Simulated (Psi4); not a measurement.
H4Cl3GeNSi (SMILES N[SiH2][Ge]([Cl])([Cl])[Cl]), singlet, at a GFN2-xTB geometry; CAM-B3LYP/def2-TZVPP in Psi4 1.11.

Here is a job for Psi4.
```
memory 2 GB

molecule {
0 1
Si   -1.99607689   -1.08755030    0.11279053
N    -3.23165845    0.08931454    0.17708523
Ge    0.24183019   -0.06336893   -0.00914823
Cl    1.81775025   -1.19937123   -0.96989592
Cl    0.22826952    1.81860533   -1.11374795
Cl    1.11957954    0.50014858    1.89804325
H    -2.02385882   -1.84097544    1.35927699
H    -2.15230476   -1.84293100   -1.12343991
H    -3.42306471    0.66547038   -0.62889039
H    -3.38784085    0.61723909    1.02234326
}

set {
  basis def2-tzvpp
}

energy('cam-b3lyp')
print_variables()
```

The log (banner, timings and long lists left out):

```
   => Loading Basis Set <=

    Name: DEF2-TZVPP
    Role: ORBITAL
    Keyword: BASIS

         ---------------------------------------------------------
                                   SCF
               by Justin Turney, Rob Parrish, Andy Simmonett
                          and Daniel G. A. Smith
                              RKS Reference
         ---------------------------------------------------------

  ==> Geometry <==

    Molecular point group: c1
    Full point group: C1

    Geometry (in Angstrom), charge = 0, multiplicity = 1:

       Center              X                  Y                   Z               Mass
    ------------   -----------------  -----------------  -----------------  -----------------
         SI          -2.069033332040    -1.100286517835     0.116780071016    27.976926534650
         N           -3.304614892040     0.076578322165     0.181074771016    14.003074004430
         GE           0.168873747960    -0.076105147835    -0.005158688984    73.921177761000
         CL           1.744793807960    -1.212107447835    -0.965906378984    34.968852682000
         CL           0.155313077960     1.805869112165    -1.109758408984    34.968852682000
         CL           1.046623097960     0.487412362165     1.902032791016    34.968852682000
         H           -2.096815262040    -1.853711657835     1.363266531016     1.007825032230
         H           -2.225261202040    -1.855667217835    -1.119450368984     1.007825032230
         H           -3.496021152040     0.652734162165    -0.624900848984     1.007825032230
         H           -3.460797292040     0.604502872165     1.026332801016     1.007825032230

  Running in c1 symmetry.

  Rotational constants: A =      0.03997  B =      0.02543  C =      0.02513 [cm^-1]
  Rotational constants: A =   1198.39255  B =    762.31481  C =    753.52374 [MHz]
  Nuclear repulsion =  900.229510516893924

  Charge       = 0
  Multiplicity = 1
  Electrons    = 108
  Nalpha       = 54
  Nbeta        = 54

  ==> Algorithm <==

  SCF Algorithm Type is DF.
  DIIS enabled.
  MOM disabled.
  Fractional occupation disabled.
  Guess Type is SAD.
  Energy threshold   = 1.00e-06
  Density threshold  = 1.00e-06
  Integral threshold = 1.00e-12

  ==> Primary Basis <==

  Basis Set: DEF2-TZVPP
    Blend: DEF2-TZVPP
    Number of shells: 107
    Number of basis functions: 303
    Number of Cartesian functions: 343
    Spherical Harmonics?: true
    Max angular momentum: 3

  ==> DFT Potential <==

   => LibXC <=

    Version 7.1.2
    S. Lehtola, C. Steigemann, M. J. T. Oliveira, and M. A. L. Marques,  SoftwareX 7, 1–5 (2018) (10.1016/j.softx.2017.11.002)

   => Composite Functional: CAM-B3LYP <=

    CAM-B3LYP Hyb-GGA Exchange-Correlation Functional

    T. Yanai, D. P. Tew, and N. C. Handy,  Chem. Phys. Lett. 393, 51 (2004) (10.1016/j.cplett.2004.06.011)

    Deriv               =              1
    GGA                 =           TRUE
    Meta                =          FALSE

    Exchange Hybrid     =           TRUE
    MP2 Hybrid          =          FALSE

   => Exchange Functionals <=

    0.3500         Becke 88 [omega = 0.3300]
    0.4600   Short-range recipe for B88 functional - erf [omega = 0.3300]

   => Exact (HF) Exchange <=

    0.4600            HF,LR [omega = 0.3300]
    0.1900               HF

   => Correlation Functionals <=

    0.1900   Vosko, Wilk & Nusair (VWN5)
    0.8100   Lee, Yang & Parr

   => LibXC Density Thresholds  <==

    XC_HYB_GGA_XC_CAM_B3LYP:  1.00E-14

   => Molecular Quadrature <=

    Radial Scheme          =       TREUTLER
    Pruning Scheme         =           NONE
    Nuclear Scheme         =       TREUTLER

    Blocking Scheme        =         OCTREE
    BS radius alpha        =              1
    Pruning alpha          =              1
    Radial Points          =             75
    Spherical Points       =            302
    Total Points           =         212655
    Total Blocks           =           1640
    Max Points             =            256
    Max Functions          =            265
    Weights Tolerance      =       1.00E-15

   => Loading Basis Set <=

    Name: (DEF2-TZVPP AUX)
    Role: JKFIT
    Keyword: DF_BASIS_SCF

  ==> Integral Setup <==

  ==> DiskDFJK: Density-Fitted J/K Matrices <==

    J tasked:                  Yes
    K tasked:                  Yes
    wK tasked:                 Yes
    Omega:               3.300E-01
    Integrals threads:           1
    Algorithm:                Disk
    Integral Cache:           NONE
    Schwarz Cutoff:          1E-12
    Fitting Condition:       1E-10

   => Auxiliary Basis Set <=

  Basis Set: (DEF2-TZVPP AUX)
    Blend: DEF2-UNIVERSAL-JKFIT
    Number of shells: 261
    Number of basis functions: 927
    Number of Cartesian functions: 1164
    Spherical Harmonics?: true
    Max angular momentum: 5

  Minimum eigenvalue in the overlap matrix is 9.8315323351E-04.
  Reciprocal condition number of the overlap matrix is 1.4798854460E-04.
    Using symmetric orthogonalization.

  ==> Pre-Iterations <==

  SCF Guess: Superposition of Atomic Densities via on-the-fly atomic UHF (no occupation information).

   -------------------------
    Irrep   Nso     Nmo
   -------------------------
     A        303     303
   -------------------------
    Total     303     303
   -------------------------

  ==> Iterations <==

                           Total Energy        Delta E     RMS |[F,P]|

   @DF-RKS iter SAD: -3800.86360401036291   -3.80086e+03   0.00000e+00
   @DF-RKS iter   1: -3803.03873700838176   -2.17513e+00   1.02427e-02 ADIIS/DIIS
   @DF-RKS iter   2: -3801.09072097039189    1.94802e+00   1.70184e-02 ADIIS/DIIS
   @DF-RKS iter   3: -3804.63383355001361   -3.54311e+00   7.53428e-04 ADIIS/DIIS
   @DF-RKS iter   4: -3804.63826070531104   -4.42716e-03   5.68158e-04 ADIIS/DIIS
   @DF-RKS iter   5: -3804.64882678192362   -1.05661e-02   7.70678e-05 DIIS
   @DF-RKS iter   6: -3804.64903225644184   -2.05475e-04   1.06998e-05 DIIS
   @DF-RKS iter   7: -3804.64903808484814   -5.82841e-06   2.93653e-06 DIIS
   @DF-RKS iter   8: -3804.64903862455094   -5.39703e-07   1.03568e-06 DIIS
   @DF-RKS iter   9: -3804.64903867904422   -5.44933e-08   3.28053e-07 DIIS
  Energy and wave function converged.

  ==> Post-Iterations <==

   Electrons on quadrature grid:
      Ntotal   =  107.9999876053 ; deviation = -1.239e-05

    Orbital Energies [Eh]
    ---------------------

    Doubly Occupied:

[...]
    Virtual:

[...]
    Final Occupation by Irrep:
              A
    DOCC [    54 ]
    NA   [    54 ]
    NB   [    54 ]

  @DF-RKS Final Energy: -3804.64903867904422

   => Energetics <=

    Nuclear Repulsion Energy =            900.2295105168939244
    One-Electron Energy =               -7075.8578447446798236
    Two-Electron Energy =                2519.8631417532178602
    DFT Exchange-Correlation Energy =    -148.8838462044764128
    Empirical Dispersion Energy =           0.0000000000000000
    VV10 Nonlocal Energy =                  0.0000000000000000
    Total Energy =                      -3804.6490386790442244

Computation Completed

Properties will be evaluated at   0.000000,   0.000000,   0.000000 [a0]

Properties computed using the SCF density matrix

 Multipole Moments:

 ------------------------------------------------------------------------------------
     Multipole            Electronic (a.u.)      Nuclear  (a.u.)        Total (a.u.)
 ------------------------------------------------------------------------------------

 L = 1.  Multiply by 2.5417464519 to convert [e a0] to [Debye]
 Dipole X            :         13.1585632          -14.8897118           -1.7311485
 Dipole Y            :          2.2699961           -2.5993393           -0.3293432
 Dipole Z            :         -0.6903067            0.8142273            0.1239206
 Magnitude           :                                                    1.7665499

 ------------------------------------------------------------------------------------

  Variable Map:
  ----------------------------------------------------------------------------
[...]
  Array Variable Map:
  ----------------------------------------------------------------------------
[...]
[...]
```
